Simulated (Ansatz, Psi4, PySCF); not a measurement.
C2H4, charge +1, doublet, at a GFN2-xTB geometry (a state made from the parent by changing its charge; the spin is typed, not shown lowest). Base run: PySCF with CCSD(T)/STO-3G.

PySCF was given this input:
```python
from pyscf import gto, scf, cc

mol = gto.Mole()
mol.atom = '''
    C    -0.013632   -0.006417    0.653353
    C     0.013632    0.006417   -0.653353
    H     0.209687    0.853950    1.296494
    H    -0.263229   -0.879152    1.269606
    H    -0.209794    0.879219   -1.279475
    H     0.263336   -0.854018   -1.286625
'''
mol.basis = 'sto-3g'
mol.charge = 1
mol.spin = 1
mol.verbose = 4
mol.build()

mf = scf.UHF(mol)
mf.kernel()

mycc = cc.CCSD(mf)
mycc.kernel()
et = mycc.ccsd_t()
print('E(CCSD(T)) = %.10f' % (mycc.e_tot + et))
```

The same geometry, method and basis name were run in Ansatz (a quantum-chemistry and plane-wave program) and Psi4 and PySCF, at each program's defaults and at the settings that a row names. The base is PySCF at its defaults. Differences at the defaults can come from grids, fitting, cores and function types together.

```csv
code and settings,ΔE vs base (µEh),basis functions,E (Eh),SCF cycles
"PySCF, defaults (exact integrals, spherical functions, all electrons correlated)",0.0,14,-76.89566,10
"Psi4, defaults (exact integrals, spherical functions, all electrons correlated)",0.0,14,-76.89566,11
"Ansatz, defaults (factorised integrals, spherical functions, frozen core)",774,14,-76.89488,-
"PySCF, frozen core",771,14,-76.89489,10
"Psi4, exact integrals, spherical functions, frozen core",771,14,-76.89489,11
"Ansatz, high accuracy, frozen core",771,14,-76.89489,-
```

Open shells are given as the SCF converged; they aren't shown to be the lowest states, and a large step between rows can be another state.
